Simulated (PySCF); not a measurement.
Predicted microwave data (PySCF, PBE0-D3(BJ)/def2-SVP geometry optimisation, gas phase) for one isomer of C3H4Cl2OSi:

```
Rotational constants : A = 1767, B = 973.3, C = 813.3 MHz
Dipole components    : |μa| = 0.84 D, |μb| = 0.12 D, |μc| = 0.92 D
Inertial defect      : -183.87 u·Å²
κ                    : -0.66
```

Question: Which structure is it? (One computed conformer of each.)
A. `[CH3:1][C:2](=[C:3]=[O:4])[SiH:5]([Cl:6])[Cl:7]` with C1–C2–Si5–Cl6 60°
B. `[CH:1]#[C:2][Si@@H:3]([OH:4])[CH:5]([Cl:6])[Cl:7]` with C2–Si3–O4–H 70°, C2–Si3–C5–Cl6 -71°

Answer: A. It is CC(=C=O)[SiH](Cl)Cl, an asymmetric top. The candidates at the same level (rigid rotor, commonest isotopes):

```
              SMILES  A (MHz)  B (MHz)  C (MHz)  μa (D)  μb (D)  μc (D)  Δ (u·Å²)  point group           rotor
C#C[Si@@H](O)C(Cl)Cl     2025    986.7    849.4    1.51    1.21    0.99   -166.85           C1  asymmetric top
 CC(=C=O)[SiH](Cl)Cl     1767    973.3    813.3    0.84    0.12    0.92   -183.87      near Cs  asymmetric top
```

`C#C[Si@@H](O)C(Cl)Cl` has A 15 % too high. No structure here is proved a minimum.
